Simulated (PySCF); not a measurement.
# C₆ coefficients of unlike pairs at PBE0

Calculated with PySCF 2.14 from the dipole response of each species, C₆(A,B) = (3/π) ∫ α_A(iu) α_B(iu) du, in atomic units, from isotropic polarisabilities. For ions this is the dispersion term alone; charge-induced terms of lower order in 1/R come first.

```tsv
species	configuration	basis	relativity	α (bohr³)	C₆ (like pair)
Ne³⁺	[He] 2s2 2p3 (4S)	aug-cc-pVTZ with one added diffuse shell each of s, p, d, f type (6s5p4d3f)	none	0.6911	0.6088
Se⁺	[Ar] 3d10 4s2 4p3 (4S)	aug-cc-pVTZ-PP with one added diffuse shell each of s, d, f type with ECP10MDF (7s5p5d3f)	core potential	14.28	87.15
Si⁺	[Ne] 3s2 3p1 (2P)	aug-cc-pV(D+d)Z (5s4p3d)	none	19.21	102.2
Sn⁺	[Kr] 4d10 5s2 5p1 (2P)	aug-cc-pwCVTZ-DK3 with one added diffuse shell each of s, p, d, f type (11s10p8d5f1g)	spin-free X2C	27.38	213.4
```

(1) Estimate C₆ for Si⁺ with Ne³⁺.

No spin-orbit coupling is included.

The other pairs:

```tsv
pair	C₆
Se⁺, Ne³⁺	6.226
Sn⁺, Si⁺	146.8
Sn⁺, Se⁺	134.5
Sn⁺, Ne³⁺	9.372
Si⁺, Se⁺	92.20
```

Answers

(1) The integral gives 5.989. The combination rule 2 C_A C_B / (C_A α_B/α_A + C_B α_A/α_B) gives 6.042 and the geometric mean 7.888.
